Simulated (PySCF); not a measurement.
C7H13P.
Numbering: `[CH3:1][C:2]#[C:3][P:4]([CH3:5])[CH:6]([CH3:7])[CH3:8]` (hydrogens: H9, H10, H11 on C1; H12, H13, H14 on C5; H15 on C6; H16, H17, H18 on C7; H19, H20, H21 on C8)

The same species was optimised twice, with GFN2-xTB and with PBE0-D3(BJ)/def2-SVP (PySCF), and the same property calculations (PySCF, gas phase) were run on both structures.

```
     coordinate  GFN2-xTB  PBE0-D3(BJ)/def2-SVP  change
      C2≡C3 (Å)     1.205                 1.219  +0.014
      P4–C6 (Å)     1.886                 1.877  -0.009
      P4–C5 (Å)     1.859                 1.853  -0.006
      C1–C2 (Å)     1.446                 1.452  +0.006
      C3–P4 (Å)     1.767                 1.771  +0.004
      C6–C8 (Å)     1.525                 1.523  -0.002
      C6–C7 (Å)     1.525                 1.525   0.000
   C3–P4–C6 (°)      96.6                  99.9    +3.3
   C3–P4–C5 (°)      96.8                  99.5    +2.7
   C1–C2–C3 (°)     177.4                 179.7    +2.3
   C5–P4–C6 (°)      98.9                 101.0    +2.1
   C2–C3–P4 (°)     173.4                 175.1    +1.7
   C7–C6–C8 (°)     110.7                 111.7    +1.0
   P4–C6–C8 (°)     108.9                 109.8    +0.9
   P4–C6–C7 (°)     110.2                 109.4    -0.8
C3–P4–C6–C7 (°)       169                   171      +2
```

Rotational constants: A = 2560, B = 986.2, C = 782.8 MHz (GFN2-xTB) against A = 2574, B = 962.1, C = 760.8 MHz (PBE0-D3(BJ)/def2-SVP). Point groups within 0.08 Å: C1 and C1.

On the GFN2-xTB structure: HOMO (eV) -6.38 [PBE0/pcSseg-1]; LUMO (eV) 0.50 [PBE0/pcSseg-1]; dipole (D) 1.61 [PBE0/pcSseg-1]; GIAO shielding of C1 (ppm) 180.8 [PBE0/pcSseg-1]; GIAO shielding of C2 (ppm) 78.1 [PBE0/pcSseg-1]; GIAO shielding of C3 (ppm) 99.0 [PBE0/pcSseg-1]; GIAO shielding of P4 (ppm) 389.3 [PBE0/pcSseg-1]; GIAO shielding of C5 (ppm) 170.0 [PBE0/pcSseg-1]; GIAO shielding of C6 (ppm) 146.4 [PBE0/pcSseg-1]; GIAO shielding of C7/C8 (mean) (ppm) 165.1 [PBE0/pcSseg-1].

Q: What do these properties become on the PBE0-D3(BJ)/def2-SVP structure?

A: 
```tsv
property	level	on GFN2-xTB	on PBE0-D3(BJ)/def2-SVP	change
HOMO (eV)	PBE0/pcSseg-1	-6.38	-6.22	+0.16
LUMO (eV)	PBE0/pcSseg-1	0.50	0.39	-0.11
dipole (D)	PBE0/pcSseg-1	1.61	1.62	+0.01
energy, GFN2-xTB geometry as zero (kcal/mol)	PBE0/pcSseg-1	0.0	-1.0	-1.0
GIAO shielding of C1 (ppm)	PBE0/pcSseg-1	180.8	178.4	-2.4
GIAO shielding of C2 (ppm)	PBE0/pcSseg-1	78.1	75.8	-2.3
GIAO shielding of C3 (ppm)	PBE0/pcSseg-1	99.0	98.7	-0.3
GIAO shielding of P4 (ppm)	PBE0/pcSseg-1	389.3	375.1	-14.2
GIAO shielding of C5 (ppm)	PBE0/pcSseg-1	170.0	169.7	-0.3
GIAO shielding of C6 (ppm)	PBE0/pcSseg-1	146.4	149.3	+2.9
GIAO shielding of C7/C8 (mean) (ppm)	PBE0/pcSseg-1	165.1	163.7	-1.4
```

The heavy atoms differ by 0.052 Å rms after alignment. Among bonds between heavy atoms C2≡C3 changes most (+0.014 Å). Changes are differences of the printed values. Neither structure is proved a minimum here.

Shape of the structure used: `[CH3:1][C:2]#[C:3][P:4]([CH3:5])[CH:6]([CH3:7])[CH3:8]`: C3–P4–C6–C7 171°.
